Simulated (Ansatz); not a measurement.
C₂H₂Cl₃F₃OTi (`FC(F)(F)C[O][Ti]([Cl])([Cl])[Cl]`) at its PBE0-D4/def2-TZVP geometry, where that method's forces vanish. Charge 0, multiplicity 1.

```xyz
12

F    -1.0839   -1.8245    0.5398
C    -0.5122   -1.5726   -0.6372
F    -0.2395   -2.7399   -1.2277
F    -1.3977   -0.9213   -1.3905
C     0.7742   -0.7816   -0.4764
O     0.5265    0.4328    0.1307
Ti   -0.0213    1.9041    0.8752
Cl    0.4119    3.5679   -0.4662
Cl    1.0345    2.1688    2.7652
Cl   -2.1625    1.7697    1.2271
H     1.2052   -0.6284   -1.4702
H     1.4646   -1.3750    0.1302
```

What forces (eV/Å) does PBE-D4/def2-TZVPP give on these atoms in Ansatz? (Best estimate.)

Ansatz gave: 
```
F1  -0.382 -0.165  0.865
C2   0.390  0.232  0.047
F3   0.233 -0.840 -0.430
F4  -0.613  0.498 -0.549
C5   0.127 -0.059 -0.047
O6   0.165 -0.147 -0.084
Ti7 -0.095  0.307  0.153
Cl8  0.078  0.279 -0.235
Cl9  0.183  0.037  0.321
Cl10-0.379 -0.033  0.059
H11  0.118  0.025 -0.222
H12  0.174 -0.135  0.122
```
